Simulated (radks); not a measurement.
Q: Ce2+, 56 electrons, occupied as [Xe] 4f2. Calculated with a radial shooting solver on a logarithmic mesh with Libxc functionals: scalar-relativistic Kohn-Sham, exchange-only r2SCAN, spin-polarised, spherical densities, finite nucleus; open shells are filled with parallel spins first (spin-orbit coupling, left out, can overturn this in heavy ions); meta-GGA in the generalised Kohn-Sham scheme; Fermi nuclear charge, rms radius 4.8771 fm. Some entries of the table are withheld. Estimate them.

orbital  occ.  eigenvalue (hartree)  <1/r> (bohr^-1)
1s up       1             -1482.472            63.33
1s down     1             -1482.472            63.33
2s down     1             -238.2439            14.62
2s up       1             -238.2433            14.62
2p down     3             -213.2697            13.83
2p up       3             -213.2693            13.83
3s up       1             -51.69219            5.318
3s down     1             -51.67138            5.319
3p up       3             -43.69754            5.028
3p down     3             -43.67660            5.030
3d up       5             -32.34940            4.760
3d down     5             -32.33282            4.762
4s up       1             -10.74883            2.198
4s down     1             -10.68101            2.200
4p up       3              -8.12674            2.028
4p down     3              -8.05666            2.030
4d up       5              -4.33945            1.764
4d down     5              -4.26592            1.765
5s up       1              -1.86094           0.8465
5s down     1              -1.81078           0.8369
5p up       3              -1.22392              (1)
5p down     3              -1.18393              (2)
5d up       0              -0.44562              (3)
4f up       2              -0.42525              (4)
6s up       0              -0.42149           0.3172
5d down     0              -0.41127              (5)
4f down     0              -0.35641              (6)
6p up       0              -0.30657           0.2524

A: 
(1) 5p up <1/r> (bohr^-1): 0.7257
(2) 5p down <1/r> (bohr^-1): 0.7159
(3) 5d up <1/r> (bohr^-1): 0.4812
(4) 4f up <1/r> (bohr^-1): 1.134
(5) 5d down <1/r> (bohr^-1): 0.4811
(6) 4f down <1/r> (bohr^-1): 1.116
